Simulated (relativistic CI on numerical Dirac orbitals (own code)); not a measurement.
# Lu3+: L2,3 absorption edge

Computed with this model: Dirac-Coulomb-Breit CI, separate exchange-only KLI orbitals for each configuration, model QED (radiative potential, 1s self-energy scaled to tabulated hydrogen-like ionisation energies), valence Slater integrals scaled by 0.8, multiplet model of core-to-valence dipole absorption; configurations [Xe] 4f14 → [He] 2s2 2p5 3s2 3p6 3d10 4s2 4p6 4d10 4f14 5s2 5p6 5d; 10 K; Lorentzian 7.5 eV and Gaussian 1 eV FWHM. Energies are those of the free ion, without screening or charge transfer. The branching ratio is the share of the lower-energy edge in the whole absorption, uncertain by about 0.02 where the edges overlap. S is read from ⟨S²⟩ = S(S + 1).

Field parameters in Wybourne normalisation: Oh B⁴₀ = 21Dq, B⁴₄ = √(5/14) B⁴₀. The field is a parameter set, without covalency.

free ion: ground-state S = 0.00, centroid 9575.26 eV, branching ratio 0.703. Peaks (eV, height): 9247.0 (100), 10352.5 (42).

Oh, 10Dq = 24650 cm⁻¹: ground-state S = 0.00, centroid 9575.26 eV, branching ratio 0.703. Peaks (eV, height): 9247.0 (100), 10352.0 (43).

Oh, 10Dq = 33450 cm⁻¹: ground-state S = 0.00, centroid 9575.26 eV, branching ratio 0.703. Peaks (eV, height): 9246.5 (100), 10351.5 (44).

Oh, 10Dq = 42300 cm⁻¹: ground-state S = 0.00, centroid 9575.26 eV, branching ratio 0.703. Peaks (eV, height): 9245.5 (100), 10351.0 (45).

The statistical ratio of this edge is 2/3 = 0.667. Values above it arise where the holes sit mainly in the j = l + 1/2 valence subshell or the ground state has high spin; values below it where core-valence Coulomb terms move weight to the upper edge, as in nearly empty shells. At deep edges of heavy elements the radial integrals of the two core levels differ, which raises the baseline.

Strongest unbroadened transitions for Oh, 10Dq = 33450 cm⁻¹:

```csv
Energy (eV),Relative strength
9244.95,0.1
9245.03,31.6
9245.41,89.8
9249.21,2.6
9249.39,100.0
10350.91,60.6
10355.15,34.0
```
